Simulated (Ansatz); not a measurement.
CAlClN, SMILES `N#[C][Al-][Cl]` (excited triplet) (charge -1, multiplicity 3). This triplet is an excited state, 1.42 eV above the relaxed singlet at the level frozen-core CCSD(T)/aug-cc-pVTZ // PBE0-D3(BJ)/def2-TZVPD (Ansatz, a first-principles code).

The numbers are results of B3LYP/aug-cc-pVTZ // PBE0-D3(BJ)/def2-TZVPD (Ansatz), not measurements.

Ansatz 0.2 input:
```yaml
crystal:
  periodic: [false, false, false]
  atoms:
    - { symbol: N, position_ang: [-2.117755, -0.341564, 0.501758] }
    - { symbol: C, position_ang: [-1.030633, 0.069025, 0.564516] }
    - { symbol: Al, position_ang: [0.751714, 0.858517, 0.68304] }
    - { symbol: Cl, position_ang: [2.396684, -0.585976, 0.500461] }
basis:
  gaussian: { orbitals: aug-cc-pVTZ }
hamiltonian:
  xc: b3lyp
total_charge: -1
magnetization:
  spin_polarized: true
  initial_magnetization: 2
```

Output:

```
Functional definition: B3LYP
1119 factors; their error is unknown
mean field evaluation 1: about -21645.5754 eV, gradient 2.9e1 eV
mean field evaluation 2: about -21588.3764 eV, gradient 9.5e1 eV
mean field evaluation 4: about -21649.7845 eV, gradient 1.6e1 eV
mean field evaluation 8: about -21650.8297 eV, gradient 9.7e-2 eV
mean field evaluation 16: about -21650.8442 eV, gradient 2.8e-4 eV
mean field -21650.84422971 eV, -795.6538499725 hartree, gradient 1.5e-5 eV, S^2 2.002546; 0 other end points of the search recorded, 0 dependent functions left out
reference -21650.84448886 eV, -795.6538594962 hartree; 23, 21 occupied and 169, 171 virtual orbitals, 1119 factors
Total energy: -21650.84448886 eV, -795.6538594962 hartree
```
